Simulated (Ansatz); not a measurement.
Consider the redistribution: `[NH2][AlH][BH]F` + `[SiH3]O[SiH2]S` → `FBO[SiH3]` + `[NH2][AlH][SiH2]S`.

Gas-phase electronic energies from Ansatz, PBE0-D4/def2-TZVP geometries. CBS: MP2 limit from def2 TZ/QZ plus the TZ coupled-cluster correction, frozen cores. Functionals use def2-TZVPP. HSE06 is defined as in plane-wave codes. One conformer a species, not always the lowest.

```tsv
level	ΔE (kcal/mol)	difference from CCSD(T)/CBS
r2SCAN-D4	-21.6	-2.4
PBE0-D4	-22.3	-3.1
r2SCAN0-D4	-21.6	-2.4
BLYP	-20.6	-1.4
r2SCANh	-21.8	-2.6
HSE06	-22.8	-3.6
BHLYP	-19.8	-0.6
SCS-MP2/def2-TZVPP	-18.5	0.7
MP2/def2-QZVPP	-19.1	0.1
HF/CBS(def2)	-18.0	1.2
CCSD(T)/CBS	-19.2	0
```

Largest T1 diagnostic among the species: 0.014.

In def2-TZVPP, CCSD(T) changes the Hartree–Fock value by −1.4 kcal/mol (the triples alone add −0.4 kcal/mol) and MP2 by −1.1 kcal/mol. The D4 term adds +0.7 kcal/mol with B3LYP and +0.4 kcal/mol with PBE0; it sums over pairs of atoms, weighted by their polarisabilities, and B3LYP, whose exchange is more repulsive, gets the larger term.

B3LYP here is the variant with VWN-RPA as its local correlation; programs differ in this.
